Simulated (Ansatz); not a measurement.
Start from `[F][GeH2][SH]` and change one atom or group to get `[SiH3][GeH2][SH]`.

Ansatz, PBE0-D4/def2-TZVP geometries, multiplicity 1. Each molecule was computed in one conformer, which needn't be the lowest.

Scalar relativity is left out up to krypton.

```tsv
property	`[F][GeH2][SH]`
size of the dipole moment (B3LYP/def2-TZVPP) / D	1.94
HOMO–LUMO gap (PBE/def2-TZVPP) / eV	5.58
LUMO energy (B3LYP/def2-TZVPP) / eV	-0.45
size of the dipole moment (PBE/def2-TZVPP) / D	1.82
LUMO energy (PBE/def2-TZVPP) / eV	-1.10
HOMO–LUMO gap (ωB97M-V/def2-TZVPP) / eV	11.96
```

Problem. Give the same properties after the change, and the shifts. (Best estimate.)

Solution. Ansatz gave: 
```tsv
property	`[SiH3][GeH2][SH]`	shift
size of the dipole moment (B3LYP/def2-TZVPP) / D	1.18	-0.76
HOMO–LUMO gap (PBE/def2-TZVPP) / eV	4.86	-0.72
LUMO energy (B3LYP/def2-TZVPP) / eV	-0.54	-0.09
size of the dipole moment (PBE/def2-TZVPP) / D	1.14	-0.68
LUMO energy (PBE/def2-TZVPP) / eV	-1.18	-0.08
HOMO–LUMO gap (ωB97M-V/def2-TZVPP) / eV	10.92	-1.04
```

With PBE0 the HOMO rises by 0.68 eV and the LUMO falls by 0.20 eV, so the gap narrows by about 0.88 eV. PBE moves the HOMO by 0.65 eV and ωB97M-V by 0.69 eV. The zero-point energy changes by 57.7 kJ/mol with +9 modes. Dipoles are sizes alone; their direction can turn.

B3LYP here is the variant with VWN-RPA as its local correlation; programs differ in this.
